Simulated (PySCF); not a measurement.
# Sn³⁺ (tin, charge +3) across methods

[Kr] 4d10 5s1, 2S determinant. All numbers are calculated (PySCF 2.14, the spin-free X2C one-electron Hamiltonian (Gaussian nucleus), in aug-cc-pVQZ-DK3). The B2PLYP total includes its PT2 part (frozen core); its orbital energies are those of the SCF part.

```
   method  E (hartree)  mean ε 4d α (eV)  mean ε 4d β (eV)  mean ε 5s α (eV)  Σ⟨r²⟩ (bohr²)   ⟨S²⟩
    B3LYP     -6174.41           -57.382           -57.130           -37.439          28.06  0.750
      UHF  -6171.71789           -64.827           -64.568           -39.444          28.13  0.751
   r2SCAN     -6174.36           -55.899           -55.552           -36.642          27.97  0.751
BHandHLYP     -6174.35           -60.463           -60.223           -38.375          28.05  0.750
      PBE     -6173.93           -55.215           -54.905           -36.456          28.04  0.750
      LDA     -6168.29           -55.420           -55.140           -36.903          28.03  0.750
     PBE0     -6174.02           -57.942           -57.646           -37.385          28.01  0.750
   B2PLYP     -6173.68           -60.482           -60.227           -38.289          28.08  0.750
```
